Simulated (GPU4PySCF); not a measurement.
C₉H₁₄O₃Si, SMILES CO[Si](OC)(c1ccccc1)OC.

Geometry optimised at ωB97X-D3(BJ)/def2-TZVP. The isomer is the one that the SMILES or the coordinates give; other isomers of the formula were not compared. One conformer was computed; it need not be the lowest.

The numbers are results of SMD-M06-2X/6-31G* run with GPU4PySCF, not measurements.

Solvation free energies are E(SMD) − E(gas) at the gas-phase geometry, for 1 M in both phases. In vacuum the dipole moment is 1.40 D.

Question: Estimate the solvation free energies in water, methanol, acetonitrile, dichloromethane. (Estimate from the structure and the level; the computed values follow.)

Answer: 
```json
[
 {"solvent": "water", "ΔG(solv) (kcal/mol)": "-4.4", "its non-electrostatic (CDS) part": "6.9", "dipole (D)": "1.98"},
 {"solvent": "methanol", "ΔG(solv) (kcal/mol)": "-8.6", "its non-electrostatic (CDS) part": "2.4", "dipole (D)": "1.95"},
 {"solvent": "acetonitrile", "ΔG(solv) (kcal/mol)": "-7.8", "its non-electrostatic (CDS) part": "-0.4", "dipole (D)": "1.75"},
 {"solvent": "dichloromethane", "ΔG(solv) (kcal/mol)": "-8.5", "its non-electrostatic (CDS) part": "-1.9", "dipole (D)": "1.71"}
]
```
